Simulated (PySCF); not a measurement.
# One molecule, several mistakes: AlB2H6Si

These are calculations, not measurements. They come from PySCF 2.14.0, an open-source quantum chemistry program, on an isolated molecule that a program drew, which may never have been made. The molecule is AlB2H6Si (charge 0, doublet), drawn as the SMILES string `[AlH][BH]B[SiH3]`.

Each row is a Hartree-Fock (HF) and frozen-core CCSD(T) single point in the cc-pV(D+d)Z basis, meant for a local HF minimum. Run 1 is clean. Each other run has one planted mistake out of seven kinds, and not every kind appears here: one electron removed, one electron added, multiplicity raised by two, geometry at a saddle point, minimal basis STO-3G, one bond length entered in bohr, all coordinates scaled. The reference is restricted for singlets and unrestricted otherwise, and also for a bond in bohr. Adding or removing an electron swaps singlet and doublet. Electrons count all cores. HOMO and LUMO are orbital energies over both spins, the gradient is its largest component, and the lowest frequency (negative if imaginary) is given only where the gradient is small. Bond lengths are over the 9 bonds as drawn. T1 is the CCSD diagnostic: over 0.02 (restricted) or 0.045 (unrestricted) a single reference is doubtful.

Geometry of the clean run:
```xyz
10
AlB2H6Si, angstrom
Al    0.2720    3.7117   -2.1941
B    -0.0626    2.8368   -0.2633
B     0.6461    1.4438    0.2680
Si   -0.2493   -0.3911    0.1231
H    -0.5937    3.3699   -3.4863
H    -0.7880    3.4842    0.4521
H     1.7593    1.4473    0.7290
H     0.5442   -1.2558   -0.7902
H    -0.2837   -1.0361    1.4613
H    -1.6394   -0.3412   -0.3964
```

| run | electrons | basis functions | <S^2> | HOMO (eV) | LUMO (eV) | gradient (hartree/bohr) | lowest frequency (cm^-1) | mean bond (Å) | longest bond (Å) | T1 | HF (hartree) | CCSD(T) (hartree) | mistake |
|---|---|---|---|---|---|---|---|---|---|---|---|---|---|
| 1 | 43 | 104 | 0.784 | -7.76 | 0.60 | 2.7e-05 | 59 | 1.5896 | 2.146 | 0.0241 | -583.62178 | -584.01105 | no fault |
| 2 | 44 | 104 | 0.000 | -0.81 | 5.49 | 1.9e-02 | - | 1.5896 | 2.146 | 0.0372 | -583.61918 | -584.05522 | one electron added |
| 3 | 43 | 34 | 0.778 | -4.13 | 6.52 | 3.4e-02 | - | 1.5896 | 2.146 | 0.0221 | -576.72728 | -576.91429 | minimal basis STO-3G |
| 4 | 43 | 104 | 3.862 | -6.61 | -1.42 | 4.5e-02 | - | 1.5896 | 2.146 | 0.0473 | -583.49902 | -583.88712 | multiplicity raised by two |
| 5 | 43 | 104 | 1.493 | -8.03 | -0.06 | 1.2e-02 | - | 1.7089 | 2.281 | 0.0584 | -583.51452 | -583.90077 | one bond length entered in bohr |
| 6 | 43 | 104 | 0.783 | -7.72 | 0.65 | 1.8e-02 | - | 1.5419 | 2.082 | 0.0243 | -583.61483 | -584.00415 | ? |

**Which mistake was planted in run 6, and what did it cost?**

The mean and the longest bond both change by the same factor, 0.970, and the gradient is no longer small. So the mistake is: all coordinates scaled. Subtracting run 1 and multiplying by 627.51 kcal/mol a hartree, the energy moved by 4.4 kcal/mol in HF and 4.3 kcal/mol in CCSD(T).

Cautions from the logs. Run 2: T1 is over the limit, so its CCSD(T) energy is less reliable; run 4: T1 is over the limit, so its CCSD(T) energy is less reliable; run 5: T1 is over the limit, so its CCSD(T) energy is less reliable.
